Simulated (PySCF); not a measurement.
**Relaxation of singlet BeF2**

Level of theory: PySCF, PBE0, basis Be def2-TZVP, F def2-TZVP (no relativity, density fitting). A (50,194) grid was used.

A hand-made linear start, of D∞h symmetry, held to at least that symmetry:

Coordinates in bohr (charge 0 multiplicity 1):
```
Be    0.0000    0.0000    0.0000
F     0.0000    0.0000    3.1369
F     0.0000    0.0000   -3.1369
```

At each step, columns x, y, z (Å) and Fx, Fy, Fz (eV/Å):

```
step 0  E − E(last) = 171.41 kJ/mol
Be   0.000   0.000   0.000   0.000   0.000   0.000
F    0.000   0.000   1.660   0.000   0.000  -4.896
F    0.000   0.000  -1.660   0.000   0.000   4.896
step 1  E − E(last) = 23.15 kJ/mol
Be   0.000   0.000   0.000   0.000   0.000   0.000
F    0.000   0.000   1.466   0.000   0.000  -2.516
F    0.000   0.000  -1.466   0.000   0.000   2.516
step 2  E − E(last) = 3.55 kJ/mol
Be   0.000   0.000   0.000   0.000   0.000   0.000
F    0.000   0.000   1.411   0.000   0.000  -1.095
F    0.000   0.000  -1.411   0.000   0.000   1.095
step 3  E − E(last) = 0.31 kJ/mol
Be   0.000   0.000   0.000   0.000   0.000   0.000
F    0.000   0.000   1.369   0.000   0.000   0.349
F    0.000   0.000  -1.369   0.000   0.000  -0.349
step 4  E − E(last) = 0.00 kJ/mol
Be   0.000   0.000   0.000   0.000   0.000   0.000
F    0.000   0.000   1.379   0.000   0.000  -0.032
F    0.000   0.000  -1.379   0.000   0.000   0.032
step 5  E − E(last) = 0.00 kJ/mol
Be   0.000   0.000   0.000   0.000   0.000   0.000
F    0.000   0.000   1.379   0.000   0.000  -0.001
F    0.000   0.000  -1.379   0.000   0.000   0.001
```

It ends at D∞h with Be–F 1.378 Å (×2); F–Be–F 180.0° (after a last refinement on a finer grid). A frequency run shows a minimum. Other isomers or separated fragments may lie lower.

The relaxation took roughly 10 core-seconds on a shared host.
